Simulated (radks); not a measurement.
Values are calculated unless marked as measured or tabulated.
Numerical settings for neutral gallium, [Ar] 3d10 4s2 4p1. Code: a radial shooting solver on a logarithmic mesh with Libxc functionals. Model: Dirac Kohn-Sham, LDA (Slater exchange, Perdew-Wang correlation), spin-unpolarised, spherical densities, point nucleus; open shells are shared between the two j in proportion to 2j + 1. The defaults (mesh step 0.008 in ln r, mesh end at 40 bohr or more with all orbitals vanishing there, Anderson mixing 0.5 over 9 steps, residual threshold near 1e-9 with the energy settled to 1e-9 hartree or 1e-11 of itself, here a cap of 100 iterations) give E = -1941.2026 hartree and 4p3/2 at -2.693 eV in 15 iterations. Run on one thread of a shared host, so times are rough (Arm Neoverse N1): 0.17 s of CPU time, 0.17 s wall, 15 iterations on 2669 mesh points. Changes against that run (0 stands for a change within the tolerance of the run):

setting                     iterations         converged  E (mhartree)  e(4p3/2) (meV)  CPU (s)
mesh step in ln r 0.03              15               yes     +0.000223               0     0.06
mesh step in ln r 0.05              15               yes       +0.0047               0     0.04
mesh step in ln r 0.003             15               yes             0               0     0.43
mesh end (bohr) 3                   14  level above zero     +1.29e+03       +2.17e+04     0.11
mesh end (bohr) 400                 15               yes             0               0     0.17
residual threshold 0.001            11               yes             0               0     0.14
residual threshold 0.01             11               yes             0               0     0.15
mixing 1.5                          15               yes             0               0     0.17
linear mixing, mixing 0.05         100                no      +0.00183           -7.39      0.8
linear mixing, mixing 1            100                no     +2.19e+05       +2.72e+03      3.4
mixing history 2                    25               yes             0               0     0.23
iteration cap 8                      8                no      +0.00208           +7.69      0.1

Settled on a wrong energy, with an occupied level pushed above zero by the early mesh end: mesh end (bohr) 3 (+1.29 hartree). Apart from these: no run marked as converged misses the energy by more than 1 mhartree. A mesh that ends early acts as a hard wall.
